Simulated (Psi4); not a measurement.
Psi4 input (wB97X-D/6-311+G**):

```
memory 1500 MB

molecule {
-1 1
C     1.20355400   -0.10199000   -1.48482200
Si    0.10400900    0.00328400   -0.11091000
C    -1.63911200    0.55203400   -0.66917400
C    -0.29544900   -1.51424400    1.02253600
N     0.66296700    1.15217800    1.13674900
H     2.24273000   -0.40708700   -1.36168300
H     0.81517500   -0.28331000   -2.48593200
H    -2.07852600   -0.17358900   -1.36155500
H    -2.31353900    0.65536000    0.18700900
H    -1.58824300    1.51678100   -1.17994800
H    -0.91983400   -1.25636300    1.88923200
H     0.63061800   -1.96664900    1.39390700
H    -0.82204700   -2.28192300    0.44727900
H     0.87793300    0.76668900    2.04712700
H     1.44487900    1.70406100    0.80880800
symmetry c1
no_reorient
no_com
}

set {
  basis 6-311+G**
  reference rks
  scf_type df
  df_basis_scf def2-universal-jkfit
  dft_radial_points 99
  dft_spherical_points 590
  e_convergence 1e-8
  d_convergence 1e-7
  maxiter 150
}

e = energy('wb97x-d')
print_out(f'\nFINAL {e:.10f} DIPOLE {variable("CURRENT DIPOLE")[0]:.6f} {variable("CURRENT DIPOLE")[1]:.6f} {variable("CURRENT DIPOLE")[2]:.6f}\n')
```

Output:

```
   => Loading Basis Set <=

    Name: 6-311+G**
    Role: ORBITAL
    Keyword: BASIS
    atoms 1, 3-4 entry C          line   129 file 6-311pgss.gbs
    atoms 2      entry SI         line   351 file 6-311pgss.gbs
    atoms 5      entry N          line   150 file 6-311pgss.gbs
    atoms 6-15   entry H          line    42 file 6-311pgss.gbs

   => WB97X-D: Empirical Dispersion <=

    Chai and Head-Gordon Dispersion Correction
    Chai, J.-D.; Head-Gordon, M. (2010), J. Chem. Phys., 132: 6615-6620

        s6 =       1.000000

         ---------------------------------------------------------
                                   SCF
               by Justin Turney, Rob Parrish, Andy Simmonett
                          and Daniel G. A. Smith
                              RKS Reference
         ---------------------------------------------------------

  ==> Geometry <==

    Molecular point group: c1
    Full point group: C1

    Geometry (in Angstrom), charge = -1, multiplicity = 1:

       Center              X                  Y                   Z               Mass
    ------------   -----------------  -----------------  -----------------  -----------------
         C            1.203554000000    -0.101990000000    -1.484822000000    12.000000000000
         SI           0.104009000000     0.003284000000    -0.110910000000    27.976926534650
         C           -1.639112000000     0.552034000000    -0.669174000000    12.000000000000
         C           -0.295449000000    -1.514244000000     1.022536000000    12.000000000000
         N            0.662967000000     1.152178000000     1.136749000000    14.003074004430
         H            2.242730000000    -0.407087000000    -1.361683000000     1.007825032230
         H            0.815175000000    -0.283310000000    -2.485932000000     1.007825032230
         H           -2.078526000000    -0.173589000000    -1.361555000000     1.007825032230
         H           -2.313539000000     0.655360000000     0.187009000000     1.007825032230
         H           -1.588243000000     1.516781000000    -1.179948000000     1.007825032230
         H           -0.919834000000    -1.256363000000     1.889232000000     1.007825032230
         H            0.630618000000    -1.966649000000     1.393907000000     1.007825032230
         H           -0.822047000000    -2.281923000000     0.447279000000     1.007825032230
         H            0.877933000000     0.766689000000     2.047127000000     1.007825032230
         H            1.444879000000     1.704061000000     0.808808000000     1.007825032230

  Running in c1 symmetry.

  Rotational constants: A =      0.11656  B =      0.11109  C =      0.10056 [cm^-1]
  Rotational constants: A =   3494.37188  B =   3330.45648  C =   3014.74020 [MHz]
  Nuclear repulsion =  238.355944566762474

  Charge       = -1
  Multiplicity = 1
  Electrons    = 50
  Nalpha       = 25
  Nbeta        = 25
[...]
      16A     -0.330130    17A     -0.328429    18A     -0.311677
      19A     -0.308840    20A     -0.268776    21A     -0.254213
      22A     -0.208351    23A     -0.204929    24A     -0.155917
      25A     -0.046161

    Virtual:

      26A      0.165984    27A      0.187365    28A      0.188629
      29A      0.200133    30A      0.229257    31A      0.236032
      32A      0.240451    33A      0.246784    34A      0.252968
      35A      0.268877    36A      0.276570    37A      0.280481
      38A      0.298549    39A      0.303473    40A      0.309150
      41A      0.329694    42A      0.340922    43A      0.352636
      44A      0.355567    45A      0.368369    46A      0.374830
      47A      0.381301    48A      0.386345    49A      0.398028
      50A      0.405343    51A      0.423680    52A      0.433755
      53A      0.452081    54A      0.466710    55A      0.468700
      56A      0.482180    57A      0.489178    58A      0.498016
      59A      0.530786    60A      0.552474    61A      0.579423
      62A      0.586767    63A      0.612104    64A      0.625509
      65A      0.697706    66A      0.723893    67A      0.738375
      68A      0.749613    69A      0.756519    70A      0.796936
      71A      0.802842    72A      0.838948    73A      0.862196
      74A      0.875727    75A      0.889372    76A      0.890314
      77A      0.903356    78A      0.924209    79A      0.933915
      80A      0.964118    81A      0.966531    82A      0.982249
      83A      0.987162    84A      1.018028    85A      1.049175
      86A      1.105710    87A      1.125400    88A      1.133983
      89A      1.142031    90A      1.151534    91A      1.163217
      92A      1.204617    93A      1.220863    94A      1.333118
      95A      1.345635    96A      1.372657    97A      1.420277
      98A      1.466867    99A      1.479282   100A      1.507774
     101A      1.602687   102A      1.632775   103A      1.706302
     104A      1.709165   105A      1.742537   106A      1.750978
     107A      1.790186   108A      1.809005   109A      1.828976
     110A      1.836129   111A      1.840077   112A      1.860224
     113A      1.870479   114A      1.914995   115A      1.919362
     116A      1.969292   117A      1.975600   118A      1.992046
     119A      2.015180   120A      2.028201   121A      2.072189
     122A      2.093663   123A      2.101998   124A      2.223303
     125A      2.246196   126A      2.275681   127A      2.296250
     128A      2.317347   129A      2.319035   130A      2.435312
     131A      2.441320   132A      2.468060   133A      2.481788
     134A      2.533838   135A      2.660019   136A      2.700261
     137A      2.705710   138A      2.720641   139A      2.736411
     140A      2.751207   141A      2.773305   142A      2.786746
     143A      2.794116   144A      2.806197   145A      2.828055
     146A      2.837647   147A      2.870744   148A      2.885257
     149A      2.902442   150A      2.910889   151A      2.937342
     152A      3.003807   153A      3.037745   154A      3.108976
     155A      3.160862   156A      3.189292   157A      3.234117
     158A      3.363325   159A      3.425264   160A      3.512623
     161A      3.717506   162A      4.002652   163A      4.008574
     164A      4.024492   165A      4.031149   166A      4.075281
     167A      4.213046   168A      4.564359   169A      5.010914
     170A      6.080923   171A     11.786207   172A     11.828854
     173A     11.948288   174A     24.211462   175A     24.241336
     176A     24.257465   177A     35.883731   178A    141.574087

    Final Occupation by Irrep:
              A
    DOCC [    25 ]
    NA   [    25 ]
    NB   [    25 ]

  @DF-RKS Final Energy:  -464.61457252526316

   => Energetics <=

    Nuclear Repulsion Energy =            238.3559445667624743
    One-Electron Energy =               -1119.2087346040593729
    Two-Electron Energy =                 449.8309405221052657
    DFT Exchange-Correlation Energy =     -33.5862282100828722
    Empirical Dispersion Energy =          -0.0064947999886416
    VV10 Nonlocal Energy =                  0.0000000000000000
    Total Energy =                       -464.6145725252631564

Computation Completed

Properties will be evaluated at   0.000000,   0.000000,   0.000000 [a0]

Properties computed using the SCF density matrix

 Multipole Moments:

 ------------------------------------------------------------------------------------
     Multipole            Electronic (a.u.)      Nuclear  (a.u.)        Total (a.u.)
 ------------------------------------------------------------------------------------

 L = 1.  Multiply by 2.5417464519 to convert [e a0] to [Debye]
 Dipole X            :         -0.7863302           -0.0000019           -0.7863321
 Dipole Y            :         -0.2774533           -0.0000151           -0.2774685
 Dipole Z            :          1.4155169           -0.0000246            1.4154923
 Magnitude           :                                                    1.6428407

 ------------------------------------------------------------------------------------

FINAL -464.6145725253 DIPOLE -0.786332 -0.277468 1.415492

*** Psi4 exiting successfully. Buy a developer a beer!
```

The dipole moment of an ion depends on the origin.

The geometry given is a B3LYP-D3(BJ)/def2-TZVP minimum.
